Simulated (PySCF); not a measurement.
**FeH₃: one-bond stretch**

These are results of PySCF, Ur2SCAN, basis Fe def2-TZVP, H def2-TZVP (no relativity, density fitting), not measurements.

Rigid scan from the quartet minimum (Fe–H 1.591 Å, Fe–H 1.698 Å (×2), H–H 0.850 Å; Fe–H–H 75.5° (×2), H–Fe–H 29.0°, H–Fe–H 165.5° (×2)). Coordinate: the bond from Fe to the last atom (H) scaled, the rest fixed. Energies in kJ/mol from the minimum.

```
scale of one bond  E (kJ/mol)  dipole size (D)  ⟨S²⟩
             0.92         8.0             2.97  3.80
             0.96         1.9             2.97  3.80
             1.00         0.0             2.96  3.80
             1.05         2.7             2.93  3.81
             1.12        14.8             2.84  3.82
             1.20        38.3             2.66  3.84
             1.35        99.4             2.07  3.92
             1.55       178.1                –  4.23
             1.80       225.7                –  4.60
             2.20       245.6                –  4.75
```

Spin contamination is strong at 1.55, 1.80, 2.20, so these points are less reliable.

With open d or f shells other occupations or spin states may lie lower.

Other isomers or separated fragments may lie lower.

The scan took 36 s on 2 threads of a shared Arm Neoverse V2 host; the process peaked at 0.78 GiB.
